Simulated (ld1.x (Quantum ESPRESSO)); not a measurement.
Yb (Z = 70): variants of one TM semilocal potential

Base potential:

ld1.x (Quantum ESPRESSO) 7.5 input, shortened:

```
&input
   title='Yb', zed=70., rel=1, dft='PBESOL', iswitch=3,
   config='[Xe] 4f14 5d0 6s0.5 6p0'
 /
 &inputp
   pseudotype=1, tm=.true., lloc=1,
   nlcc=.false.
 /
4
5S  1  0   2.00   0.00  1.40  1.40  0.0
5D  3  2   0.00   0.00  2.85  2.85  0.0
4F  4  3  14.00   0.00  1.05  1.05  0.0
5P  2  1   6.00   0.00  1.55  1.55  0.0
 &test
   configts(1)='4f14 5s2 5p6 5d0 6s0.5 6p0'
 /
```

Occupied shells without a wave of their own: 6s. They enter only through the test configuration that unscreens the potential.

Cutoffs, loose and tight: the cutoffs (Ry, on a coarse ladder) from which the occupation-weighted sum of valence levels, in a spherical-Bessel basis at the reference potential, stays within 10 and 1 mRy of its value at 400 Ry. They do not see the model core or the augmentation charge, which bear on the density cutoff. Test errors are all-electron minus pseudo excitation energies from the reference, over the configurations 4f14 5s2 5p6 5d0 6s2 6p0; 4f14 5s2 5p6 5d0 6s1 6p0; 4f14 5s2 5p6 5d0 6s0 6p0; 4f12 5s2 5p6 5d0 6s0 6p0; 4f13 5s2 5p6 5d0 6s2 6p0; 4f14 5s2 5p6 5d0 6s1.5 6p0; 4f13 5s2 5p6 5d1 6s1 6p0. A dash means not determined; rows that change the core or the reference have their own tests. The largest error is taken over the tests solved by every variant that gives reliable tests at all: 4f12 5s2 5p6 5d0 6s0 6p0; 4f13 5s2 5p6 5d0 6s2 6p0; 4f13 5s2 5p6 5d1 6s1 6p0; 4f14 5s2 5p6 5d0 6s0 6p0; 4f14 5s2 5p6 5d0 6s1.5 6p0; 4f14 5s2 5p6 5d0 6s2 6p0.

Cutoffs are not given where the Bessel-basis levels miss the radial ones by over 6 mRy, ghosts where they miss by over 20 mRy; a channel whose overlap is not positive is not tested.

A semilocal file is local in each channel, so a ghost entry of none says nothing of the separable form that plane-wave codes build from it.

| change | outcome | cutoff, loose | cutoff, tight | bound ghosts | largest test error (meV) |
| --- | --- | --- | --- | --- | --- |
| base | generated | – | – | none | -409 |
| all radii scaled by about 0.76 (s 1.06, p 1.18, d 2.16, f 0.80 bohr) | generated | – | – | not determined | -368 |
| all radii scaled by about 0.86 (s 1.20, p 1.32, d 2.44, f 0.90 bohr) | generated | – | – | not determined | -413 |
| all radii scaled by about 0.95 (s 1.34, p 1.48, d 2.72, f 1.00 bohr) | generated | – | – | not determined | -409 |
| all radii scaled by about 1.11 (s 1.56, p 1.72, d 3.16, f 1.16 bohr) | generated, misses its reference levels by 0.35 eV | – | – | none | +765 |
| all radii scaled by about 1.20 (s 1.68, p 1.86, d 3.42, f 1.26 bohr) | generated, misses its reference levels by 0.61 eV | 300 Ry | over 300 Ry | none | +1330 |

Problem. What comes out with this change to the base: all radii scaled by about 1.38 (s 1.94, p 2.14, d 3.94, f 1.44 bohr)?

Solution. outcome: generated, misses its reference levels by 1.36 eV; cutoff, loose: 230 Ry; cutoff, tight: over 300 Ry; bound ghosts: none; largest test error (meV): no test is counted, since the test run did not reproduce the reference configuration.

Problem. What comes out with this change to the base: all radii scaled by about 1.03 (s 1.44, p 1.60, d 2.94, f 1.08 bohr)?

Solution. outcome: generated, misses its reference levels by 0.19 eV; bound ghosts: none; largest test error (meV): -413.

Problem. What comes out with this change to the base: all radii scaled by about 1.30 (s 1.82, p 2.02, d 3.70, f 1.36 bohr)?

Solution. outcome: generated, misses its reference levels by 1.01 eV; cutoff, loose: 260 Ry; cutoff, tight: over 300 Ry; bound ghosts: none; largest test error (meV): no test is counted, since the test run did not reproduce the reference configuration.
